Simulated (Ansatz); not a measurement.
A nudged elastic band was laid between two geometries of C₃H₈Si₂ (13 atoms, charge 0, multiplicity 1).

These are results of RKS PBE0-D4/def2-SVP in Ansatz 0.2.0, not measurements.

```
movable images  : 5
climbing image  : yes
spring          : 5.0 eV/Å²
optimiser       : quadratic models (default)
start path      : through a guess of the saddle point
force threshold : 0.05 eV/Å
iteration limit : 60
end points      : relaxed
```

Initial state:

```xyz
13
Properties=species:S:1:pos:R:3
Si -2.073 0.856 0.295
C -0.363 0.173 0.059
C 0.009 -1.098 -0.243
C 1.519 -1.194 -0.339
Si 1.447 0.665 0.078
H -2.225 1.430 1.669
H -2.341 1.951 -0.688
H -3.093 -0.224 0.106
H -0.672 -1.951 -0.400
H 1.889 -1.483 -1.337
H 1.975 -1.870 0.403
H 2.033 1.092 1.387
H 1.915 1.619 -0.975
```

Final state:

```xyz
13
Properties=species:S:1:pos:R:3
Si -2.075 0.856 0.286
C -0.364 0.173 0.050
C 0.037 -1.125 0.031
C 1.534 -1.208 -0.189
Si 1.416 0.694 -0.234
H -3.060 -0.257 0.462
H -2.124 1.742 1.490
H -2.480 1.678 -0.897
H -0.615 -2.005 0.156
H 1.825 -1.727 -1.117
H 2.087 -1.668 0.646
H 2.100 1.446 0.863
H 1.740 1.366 -1.531
```

(1) Which bonds break or form, and what moves?

(2) Give the energies along the band, and the barrier.

(3) What is the geometry of the highest image?

(4) What are the harmonic wavenumbers there?

The band took 8 iterations and about 5 core-minutes.

Answers

(1) No bond is made or broken. The dihedral H8–Si1–C2–Si5 goes from -180 to 59°. The two ends are copies of one structure, up to a mirror image or an exchange of like atoms.

(2) It converged. The highest image is number 3 of 0 to 6, 0.044 eV above the ends, which have the same energy within 2 meV. A vibrational analysis at the climbing image gives one clearly imaginary mode, 100i cm⁻¹: a first-order saddle point.

```json
{"image": "0", "path coordinate (Å)": "0.00", "energy (eV)": "0.000", "dihedral H8–Si1–C2–Si5 (°)": "-180"}
{"image": "1", "path coordinate (Å)": "0.76", "energy (eV)": "0.011", "dihedral H8–Si1–C2–Si5 (°)": "160"}
{"image": "2", "path coordinate (Å)": "1.52", "energy (eV)": "0.033", "dihedral H8–Si1–C2–Si5 (°)": "140"}
{"image": "3", "path coordinate (Å)": "2.29", "energy (eV)": "0.044", "dihedral H8–Si1–C2–Si5 (°)": "119"}
{"image": "4", "path coordinate (Å)": "3.03", "energy (eV)": "0.032", "dihedral H8–Si1–C2–Si5 (°)": "99"}
{"image": "5", "path coordinate (Å)": "3.77", "energy (eV)": "0.010", "dihedral H8–Si1–C2–Si5 (°)": "79"}
{"image": "6", "path coordinate (Å)": "4.52", "energy (eV)": "0.000", "dihedral H8–Si1–C2–Si5 (°)": "59"}
```

(3) 
```xyz
13
Properties=species:S:1:pos:R:3
Si -2.070 0.865 0.311
C -0.364 0.162 0.056
C 0.030 -1.134 -0.039
C 1.529 -1.211 -0.246
Si 1.419 0.691 -0.172
H -2.670 0.371 1.591
H -2.002 2.356 0.372
H -2.986 0.475 -0.807
H -0.624 -2.019 0.025
H 1.828 -1.672 -1.201
H 2.070 -1.727 0.565
H 2.094 1.367 0.979
H 1.766 1.442 -1.419
```

(4) 100i, 162, 170, 217, 413, 502, 551, 611, 665, 695, 705, 783, 790, 880, 924, 944, 946, 949, 963, 1041, 1095, 1153, 1256, 1405, 1624, 2216, 2219, 2221, 2223, 2237, 3076, 3111, 3134 cm⁻¹.

The run took 2.4 min on 2 threads of Arm Neoverse V1, on a shared host, peak memory 0.28 GiB.
